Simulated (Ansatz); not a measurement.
Ansatz (a program for electronic structure) input (B3LYP-D3(BJ)/def2-TZVP):

Ansatz 0.2 input:
```yaml
crystal:
  periodic: [false, false, false]
  atoms:
    - {symbol: Zr, position_ang: [0.00177350, -0.00644462, -0.32054545]}
    - {symbol: F, position_ang: [1.56274006, 0.01820541, 0.72091320]}
    - {symbol: F, position_ang: [-1.57062230, 0.01043733, 0.70373323]}
basis:
  gaussian:
    orbitals: def2-TZVP
hamiltonian:
  xc: b3lyp
  dispersion: d3bj
phonons: {temperatures: {t_min: 298.15, t_max: 298.15, t_step: 100}}
```

Output:

```
Functional definition: B3LYP
integrals: 0.03 GiB planned
667 factors; their error is unknown
mean field: 0.26 GiB planned
mean field evaluation 1: about -6713.8890 eV, gradient 5.8e1 eV
mean field evaluation 2: about -6649.5526 eV, gradient 2.1e2 eV
mean field evaluation 4: about -6718.9582 eV, gradient 7.6e0 eV
mean field evaluation 8: about -6719.1419 eV, gradient 1.1e-1 eV
mean field evaluation 16: about -6719.1419 eV, gradient 4.7e-5 eV
mean field -6719.14188635 eV, -246.9239099254 hartree, gradient 2.8e-5 eV, S^2 0.000000; 0 other end points of the search recorded, 0 dependent functions left out
the calculation of the forces begins
reference -6719.14210840 eV, -246.9239180857 hartree; 15, 15 occupied and 87, 87 virtual orbitals, 667 factors
these checks for a lower state are left out or cut short: stability, starts, cluster_reference, orbital_swaps, neighbouring_geometries, increment
integrals: 0.03 GiB planned
667 factors; their error is unknown
mean field: 0.26 GiB planned
mean field -6719.14182773 eV, -246.9239077710 hartree, gradient 1.9e-6 eV, S^2 0.000000; 0 other end points of the search recorded, 0 dependent functions left out
the calculation of the forces begins
reference -6719.14204980 eV, -246.9239159321 hartree; 15, 15 occupied and 87, 87 virtual orbitals, 667 factors
these checks for a lower state are left out or cut short: stability, starts, cluster_reference, orbital_swaps, neighbouring_geometries, increment
integrals: 0.03 GiB planned
667 factors; their error is unknown
mean field: 0.26 GiB planned
mean field evaluation 32: about -6719.1418 eV, gradient 1.9e-6 eV
mean field -6719.14182583 eV, -246.9239077014 hartree, gradient 1.9e-6 eV, S^2 0.000000; 0 other end points of the search recorded, 0 dependent functions left out
the calculation of the forces begins
reference -6719.14204787 eV, -246.9239158611 hartree; 15, 15 occupied and 87, 87 virtual orbitals, 667 factors
these checks for a lower state are left out or cut short: stability, starts, cluster_reference, orbital_swaps, neighbouring_geometries, increment
integrals: 0.03 GiB planned
667 factors; their error is unknown
mean field: 0.26 GiB planned
mean field -6719.14185803 eV, -246.9239088847 hartree, gradient 1.9e-6 eV, S^2 0.000000; 0 other end points of the search recorded, 0 dependent functions left out
the calculation of the forces begins
reference -6719.14208010 eV, -246.9239170457 hartree; 15, 15 occupied and 87, 87 virtual orbitals, 667 factors
these checks for a lower state are left out or cut short: stability, starts, cluster_reference, orbital_swaps, neighbouring_geometries, increment
integrals: 0.03 GiB planned
667 factors; their error is unknown
mean field: 0.26 GiB planned
mean field -6719.14185650 eV, -246.9239088284 hartree, gradient 1.9e-6 eV, S^2 0.000000; 0 other end points of the search recorded, 0 dependent functions left out
the calculation of the forces begins
reference -6719.14207854 eV, -246.9239169881 hartree; 15, 15 occupied and 87, 87 virtual orbitals, 667 factors
these checks for a lower state are left out or cut short: stability, starts, cluster_reference, orbital_swaps, neighbouring_geometries, increment
integrals: 0.03 GiB planned
667 factors; their error is unknown
mean field: 0.26 GiB planned
mean field -6719.14186552 eV, -246.9239091600 hartree, gradient 2.0e-6 eV, S^2 0.000000; 0 other end points of the search recorded, 0 dependent functions left out
the calculation of the forces begins
reference -6719.14208763 eV, -246.9239173223 hartree; 15, 15 occupied and 87, 87 virtual orbitals, 667 factors
these checks for a lower state are left out or cut short: stability, starts, cluster_reference, orbital_swaps, neighbouring_geometries, increment
integrals: 0.03 GiB planned
667 factors; their error is unknown
mean field: 0.26 GiB planned
mean field evaluation 64: about -6719.1418 eV, gradient 1.9e-6 eV
mean field -6719.14184889 eV, -246.9239085487 hartree, gradient 1.9e-6 eV, S^2 0.000000; 0 other end points of the search recorded, 0 dependent functions left out
the calculation of the forces begins
reference -6719.14207089 eV, -246.9239167071 hartree; 15, 15 occupied and 87, 87 virtual orbitals, 667 factors
Total energy: -6719.19998484 eV, -246.9260450054 hartree
Atom 0 at     0.001773    -0.006445    -0.320545 Å, force    -0.000001     0.000002     0.000101 eV/Å
Atom 1 at     1.562740     0.018205     0.720913 Å, force     0.000060    -0.000001    -0.000050 eV/Å
Atom 2 at    -1.570622     0.010437     0.703733 Å, force    -0.000059    -0.000001    -0.000051 eV/Å
Dipole moment:     0.002109    -0.007664    -0.381210 e Å
Vibrations: 142.78 685.43 693.41 cm⁻¹, zero-point energy 0.094328 eV
```
